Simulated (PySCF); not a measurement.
**Working out the ionisation energy of S⁺**

S⁺ [Ne] 3s2 3p3 (4S) → S²⁺ [Ne] 3s2 3p2 (3P). Computed with PySCF 2.14 in x2c-TZVPPall with one added diffuse shell each of s, p, d type (6s6p4d1f, 51 functions), with the spin-free X2C one-electron Hamiltonian (Gaussian nucleus). Frozen: [Ne]. Energies in hartree (1 hartree = 27.21139 eV):

| part | S⁺ (lower) | S²⁺ (upper) |
| --- | --- | --- |
| UHF | -398.246029 | -397.411733 |
| CCSD correlation | -0.109464 | -0.089235 |
| (T) | -0.003571 | -0.002161 |

**Question.** What does Hartree-Fock give?

**Answer.** (-397.411733) − (-398.246029) = 0.834296 hartree = 22.702 eV.

**Question.** What do CCSD and CCSD(T) give?

**Answer.** The CCSD correlation energies differ by 0.020229 hartree = 0.550 eV and the triples by 0.001410 hartree = 0.038 eV, so CCSD gives 23.252 eV and CCSD(T) 23.290 eV.

A first-order spin-orbit estimate adds -0.064 eV to CCSD(T) (valence), giving 23.226 eV against 23.338 eV (measured; NIST Atomic Spectra Database, ionization energies).

What remains against the reference includes basis incompleteness, the frozen core and higher excitations.
